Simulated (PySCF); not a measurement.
C6H6N, SMILES c1([c]cccc1)N, multiplicity 2. The structure is a stationary point at PBE-D3(BJ)/def2-SVP. The isomer is the one that the SMILES or the coordinates give; other isomers of the formula were not compared. Other conformers were not sampled.

Computed equilibrium geometry at PBE-D3(BJ)/def2-SVP (PySCF confirms it by a frequency run) as bond lengths and angles (one conformer of several):
Atoms: N1 C2 C3 C4 C5 C6 C7 H8 H9 H10 H11 H12 H13. Bonds (Å): N1–C2 1.387, N1–H8 1.020, N1–H9 1.020, C2–C3 1.399, C2–C7 1.423, C3–C4 1.378, C4–C5 1.415, C4–H10 1.102, C5–C6 1.404, C5–H11 1.100, C6–C7 1.402, C6–H12 1.101, C7–H13 1.103. Bond angles (°): C2–N1–H8 115.7, C2–N1–H9 116.2, H8–N1–H9 113.5, N1–C2–C3 123.1, N1–C2–C7 122.4, C3–C2–C7 114.5, C2–C3–C4 126.7, C3–C4–C5 117.5, C3–C4–H10 121.8, C5–C4–H10 120.7, C4–C5–C6 118.8, C4–C5–H11 120.2, C6–C5–H11 121.0, C5–C6–C7 121.5, C5–C6–H12 119.7, C7–C6–H12 118.8, C2–C7–C6 121.1, C2–C7–H13 118.8, C6–C7–H13 120.1.
Charge 0, spin multiplicity 2.
